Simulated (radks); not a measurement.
Spherical quantum dot in the effective-mass picture: electrons in a well V = -V0 / (1 + exp((r - R)/a)) with V0 = 12.2, R = 2.79, a = 0.22, with a point charge +1 (a donor) at the centre, all in effective atomic units (hartree* = m*/eps^2 hartree, bohr* = eps/m* bohr), one dielectric constant everywhere. Method: non-relativistic Kohn-Sham, PBE, spin-polarised, spherical densities; computed with a radial shooting solver with Libxc functionals. Levels are named by radial order and angular momentum (1s, 1p, 1d, 2s, ...), and open shells are averaged over m.

N = 5, configuration 1s2 1p(up 3, down 0). This is the lowest configuration that the search found. Occupied and some empty levels:

level    occupation  eigenvalue (hartree*)  <r> (bohr*)
1s up             1                -9.8843        1.291
1s down           1                -9.7563        1.242
1p up             3                -9.1227        1.642
1p down           0                -8.9430        1.636
1d up             0                -8.2754        1.813
2s up             0                -8.1608        1.383
1d down           0                -8.0895        1.818
2s down           0                -8.0737        1.415
1f up             0                -7.2769        1.938
1f down           0                -7.0964        1.947

Energy (hartree*): total -53.8204, kinetic 4.7389, external -63.815, Hartree 7.4746, exchange-correlation -2.2186.

Electron density:

r (bohr*)  n(r) (e/bohr*^3)
0.0632               0.5065
0.301                0.3348
0.539                0.2485
0.777                0.2056
1.02                 0.1807
1.25                 0.1584
1.49                 0.1304
1.73                0.09518
1.97                0.05780
2.21                0.02727
2.44               0.009335
2.68               0.002167
2.92              0.0003437
3.16             0.00004184
